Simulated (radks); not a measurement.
The numbers below are computed, except where a source is named.
All-electron atom: Hf+ in [Xe] 4f14 5d2 6p1 (not the ground configuration). Code: a radial shooting solver on a logarithmic mesh with Libxc functionals. Model: Dirac Kohn-Sham, BLYP, spin-unpolarised, spherical densities, finite nucleus; open shells are shared between the two j in proportion to 2j + 1; Fermi nuclear charge, rms radius 5.347 fm.

Radial electron density D(r) = 4 pi r^2 rho(r):

```
   r/bohr * D(r) (the largest magnitude, 131, reaches the edge; | marks zero)
0.0006971 | *
0.0008181 | *
0.0009524 |  *
 0.001118 |  *
 0.001301 |   *
 0.001527 |     *
 0.001792 |      *
 0.002086 |        *
 0.002448 |          *
  0.00285 |            *
 0.003344 |               *
 0.003924 |                   *
 0.004568 |                      *
 0.005361 |                          *
 0.006241 |                              *
 0.007324 |                                  *
 0.008595 |                                     *
  0.01001 |                                        *
  0.01174 |                                         *
  0.01367 |                                          *
  0.01604 |                                         *
  0.01882 |                                       *
  0.02192 |                                     *
  0.02572 |                                     *
  0.02994 |                                      *
  0.03513 |                                         *
  0.04123 |                                               *
    0.048 |                                                   *
  0.05633 |                                                      *
  0.06557 |                                                     *
  0.07695 |                                                 *
   0.0903 |                                            *
   0.1051 |                                         *
   0.1234 |                                           *
   0.1448 |                                                *
   0.1685 |                                                 *
   0.1978 |                                            *
   0.2303 |                                   *
   0.2702 |                          *
   0.3171 |                        *
   0.3691 |                           *
   0.4332 |                             *
   0.5043 |                           *
   0.5918 |                     *
   0.6945 |              *
   0.8085 |          *
   0.9488 |       *
    1.105 |     *
    1.296 |    *
    1.521 |  *
    1.771 | *
    2.078 |*
    2.419 |*
    2.839 *
    3.332 *
    3.878 *
    4.551 *
    5.299 *
    6.218 *
    7.297 *
    8.495 *
    9.968 *
     11.6 *
```

D(r) has 4 maxima, at r = 0.0130, 0.0586, 0.162, 0.437 bohr, and minima at 0.0253, 0.106, 0.310 bohr, inside which lie 2.02, 11.16, 29.88 electrons.
